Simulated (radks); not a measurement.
Values are calculated unless marked as measured or tabulated.
All-electron atom: the rubidium ion Rb4+ in [Ar] 3d10 4s2 4p1 4d2 (not the ground configuration). Code: a radial shooting solver on a logarithmic mesh with Libxc functionals. Model: scalar-relativistic Kohn-Sham, BLYP, spin-unpolarised, spherical densities, finite nucleus; Fermi nuclear charge, rms radius 4.2036 fm.

Local quantities along the radius. ELF = 1/(1 + alpha^2) is the electron localisation function; alpha = (tau - tau_W)/tau_unif compares the Pauli kinetic energy density with that of the uniform gas. tau is taken from the large components.

```
   r/bohr * ELF (the largest magnitude, 1, reaches the edge; | marks zero)
 0.001787 |                                                      *
 0.002327 |                                                      *
 0.003055 |                                                      *
 0.003977 |                                                      *
 0.005221 |                                                      *
 0.006798 |                                                      *
 0.008923 |                                                      *
  0.01162 |                                                      *
  0.01525 |                                                      *
  0.02002 |                                                     *
  0.02607 |                                                    *
  0.03421 |                                             *
  0.04455 |                            *
  0.05848 |                *
  0.07614 |                    *
  0.09995 |                                   *
   0.1301 |                                          *
   0.1708 |                                    *
   0.2242 |                 *
    0.292 |                 *
   0.3832 |                                    *
    0.499 |                                          *
    0.655 |                                  *
   0.8529 |              *
    1.119 |           *
    1.458 |                       *
    1.913 |               *
    2.511 |    *
     3.27 |*
    4.293 *
    5.589 *
```

On this mesh the ELF has minima near r = 0.058, 0.25, 0.98 bohr, which separate the shells, and maxima near 0.13 (0.78), 0.50 (0.78), 1.5 (0.43).
